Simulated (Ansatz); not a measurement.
Li4H. Charge 0, multiplicity 2. Geometry PBE0-D4/def2-TZVP, that of the charge +1 singlet; atoms count from 1.

Cartesian coordinates in Å:
```
Li -1.5135 -0.3790 0.0719
Li 0.5205 0.7483 2.2950
Li 0.9628 -1.2128 -0.2245
Li 0.3142 1.2514 -0.8981
H -0.2840 -0.4079 -1.2444
```

The structure comes from a short search, and lower isomers may exist.

Estimate the Mulliken populations from the PBE0/def2-TZVP orbitals of Ansatz.


| atom | charge (e) | spin (α − β) |
| --- | --- | --- |
| Li1 | 0.24 | 0.40 |
| Li2 | 0.07 | 0.00 |
| Li3 | 0.10 | 0.30 |
| Li4 | 0.09 | 0.32 |
| H5 | -0.50 | -0.02 |
Mulliken values depend strongly on the basis.

Where does the spin sit?

Summed by element: Li 1.02, H -0.02, of 1 unpaired in all. Largest on single atoms: Li1 0.40, Li4 0.32, Li3 0.30.

And the Mayer bond orders between heavy atoms (over 0.3)?

Li1–Li2 0.34 (3.22 Å); Li1–Li3 0.34 (2.63 Å); Li1–Li4 0.33 (2.63 Å); Li2–Li3 0.39 (3.22 Å); Li2–Li4 0.38 (3.24 Å).
